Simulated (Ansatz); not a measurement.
System: SiH2S2Cl2, net charge 0, singlet state. SMILES: S[Si](S)(Cl)Cl

Atoms: S1, Si2, S3, Cl4, Cl5, H6, H7. Bonds: S1-Si2, S1-H6, Si2-S3, Si2-Cl4, Si2-Cl5, S3-H7.

Bond lengths (Å) and angles (degrees) optimised at HF/3-21G with Ansatz (a first-principles code); PBE/6-31G* with Ansatz; B3LYP/LANL2DZ with Ansatz, each started from the B3LYP-D3(BJ)/def2-TZVP structure (Ansatz) of the last column. A row stands for all coordinates that are equal there; 8 of 13 kinds are shown. 6-31G* holds six Cartesian d functions. No wavenumbers were computed at PBE/6-31G*, B3LYP/LANL2DZ, so these may be saddle points.

```csv
coordinate,HF/3-21G,PBE/6-31G*,B3LYP/LANL2DZ,B3LYP-D3(BJ)/def2-TZVP
S1-Si2,2.198,2.137,2.220,2.120
S1-H6,1.352,1.362,1.382,1.346
Si2-S3,2.201,2.142,2.225,2.123
Si2-Cl4,2.156,2.079,2.177,2.056
Si2-Cl5,2.143,2.070,2.164,2.050
S1-Si2-S3,109.6,108.6,109.2,108.6
S1-Si2-Cl4,112.2,113.4,112.9,113.2
S1-Si2-Cl5,106.1,105.2,105.4,105.3
```

Mean signed difference of all 6 bond lengths from B3LYP-D3(BJ)/def2-TZVP: HF/3-21G 0.060 Å, PBE/6-31G* 0.019 Å, B3LYP/LANL2DZ 0.085 Å.
